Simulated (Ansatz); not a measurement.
`[AlH2][CH2]C(Cl)Cl`. Total charge 0; spin multiplicity 1.

Z-matrix (Å, degrees):
```
Al
Cl 1 2.534
C 1 2.002 2 71.4
H 1 1.588 2 101.8 3 114.9
H 1 1.584 2 106.8 3 -116.0
C 2 1.858 1 73.3 3 -18.3
H 3 1.092 1 119.2 2 141.4
H 3 1.093 1 109.1 2 -92.7
Cl 6 1.769 2 108.5 1 151.6
H 6 1.087 2 102.8 1 -95.5
```

(1) Give the diagnostics of a CCSD(T)/def2-TZVPP run (frozen core, Ansatz 0.2.0). (Estimate.)

Results:

(1) Computed: T1 = 0.0103, largest single amplitude 0.011, largest double 0.019, (T) share of the correlation energy 4.2 %, 9 CCSD cycles. The RHF solution is stable towards an unrestricted one. T1 lies under the customary mark of 0.02 for closed shells.
